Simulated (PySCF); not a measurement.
Ligand exchange on a metal centre used in film growth or etching (Zn OH-NH2). All species are isolated molecules in the gas phase. One relaxed conformer stands for each flexible species; it need not be the lowest.

The LUMO from two functionals at the same geometries (PBE-D3(BJ)/def2-SVP), both in PySCF: PBE-D3(BJ)/def2-TZVP and B3LYP-D3(BJ)/def2-TZVP. B3LYP has the VWN-RPA correlation part, as in Gaussian. 

| species | PBE-D3(BJ)/def2-TZVP (eV) |
|---|---|
| 0 of 2 OH replaced by NH2 ([Zn(OH)2]) | -2.05 |
| 1 of 2 OH replaced by NH2 ([Zn(OH)(NH2)]) | -1.65 |
| 2 of 2 OH replaced by NH2 ([Zn(NH2)2]) | -1.22 |

Task: What does B3LYP-D3(BJ)/def2-TZVP give for each?

Result: 
- 0 of 2 OH replaced by NH2 ([Zn(OH)2]): -1.53
- 1 of 2 OH replaced by NH2 ([Zn(OH)(NH2)]): -1.17
- 2 of 2 OH replaced by NH2 ([Zn(NH2)2]): -0.76
Over these rows, drawn at random from the members with no instability flagged (it was tested for open shells, ions and some series alone), PBE minus B3LYP-D3(BJ): mean -0.49 eV, from -0.52 eV to -0.46 eV.
